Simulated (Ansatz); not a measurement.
Stepwise reaction of `C[Si@H](O)[Si@H](O)F` with hydrogen, as a gas-phase model of exchange steps in deposition or etching. ΔE in kJ/mol; ΔG adds harmonic PBE0-D4 terms to CCSD(T)/CBS, at 1 bar.

Isolated molecules relaxed with PBE0-D4/def2-TZVP in Ansatz; ΔE leaves out vibrations. CCSD(T)/CBS adds triple-zeta CCSD(T) − MP2 to the extrapolated MP2 energy (def2 sets, frozen cores). This one scheme is used for every species. DFT in def2-TZVPP. B3LYP here is the variant with VWN-RPA as its local correlation; programs differ in this. One conformer a species, not always the lowest.

```tsv
step	reaction	PBE-D4	B3LYP-D4	ωB97M-V	CCSD(T)/CBS	ΔG(600 K)
1	`C[Si@H](O)[Si@H](O)F` + H₂ → `C[SiH2][SiH](O)F` + H₂O	63.1	69.2	68.8	64.7	59.4
2	`C[SiH2][SiH](O)F` + H₂ → `C[SiH2][SiH2]F` + H₂O	85.7	91.9	92.2	88.7	83.4
```

(1) By hand: ΔE of the 2 steps together at CCSD(T)/CBS.

## Answers

(1) (64.7) + (88.7) = 153.4 kJ/mol, or 76.7 kJ/mol a step.

In ΔE each step is higher than the one before. All are uphill at CCSD(T)/CBS. ΔG lies between 59.4 and 83.4 kJ/mol a step. PBE-D4 differs from CCSD(T)/CBS by -3.0 to -1.6 kJ/mol a step. Isolated molecules leave out the surface, adducts and barriers. Largest T1 diagnostic: 0.012.
